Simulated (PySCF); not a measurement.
## XPS shifts beside NMR shieldings

Compound: BEt2(SMe), C5H13BS.
Cartesian coordinates in Å at the PBE0-D3(BJ)/def2-SVP level; atoms count from 1:
```
atom  x, y, z in Å
B1    -0.117    0.338    0.182
C2     1.383   -0.025    0.518
C3     1.994   -0.873   -0.605
H4     1.478   -0.563    1.476
H5     1.968    0.905    0.625
H6     3.044   -1.132   -0.397
H7     1.444   -1.816   -0.750
H8     1.974   -0.339   -1.568
C9    -0.461    1.652   -0.618
C10   -1.885    1.874   -1.107
H11    0.258    1.722   -1.457
H12   -0.152    2.480    0.053
H13   -2.001    2.839   -1.625
H14   -2.197    1.083   -1.807
H15   -2.603    1.861   -0.271
S16   -1.497   -0.717    0.623
C17   -0.787   -2.099    1.560
H18   -0.021   -2.627    0.977
H19   -1.606   -2.796    1.781
H20   -0.355   -1.752    2.509
```

Binding energies: delta-SCF UKS SCAN, pcX-2 on the ionised atom, pcseg-1 elsewhere, spin-free X2C (PySCF). Shieldings: GIAO KT2/pcSseg-1, non-relativistic, same geometry.

| atom | isotropic shielding (ppm) |
| --- | --- |
| C2 | 165.5 |
| C3 | 171.5 |
| C17 | 168.5 |

Problem. What are the C 1s binding energies of these atoms?

Solution. 
| atom | environment | C 1s (eV) | isotropic shielding (ppm) |
| --- | --- | --- | --- |
| C2 | carbon bonded to B, C and 2 H | 289.92 | 165.5 |
| C3 | carbon bonded to C and 3 H | 290.58 | 171.5 |
| C17 | carbon bonded to S and 3 H | 291.16 | 168.5 |

Problem. Among the listed atoms, is the one with the highest binding energy also the least shielded?

Solution. No. The highest binding energy is at C17 (291.16 eV, shielding 168.5 ppm), the lowest shielding at C2 (165.5 ppm, 289.92 eV).

By binding energy: C2 < C3 < C17. By shielding: C2 < C17 < C3.

Of atoms equivalent by bonding only the ionised one is listed; its partners' own values can differ in this conformer. Geometry: PBE0-D3(BJ)/def2-SVP, one conformer, isolated molecule.
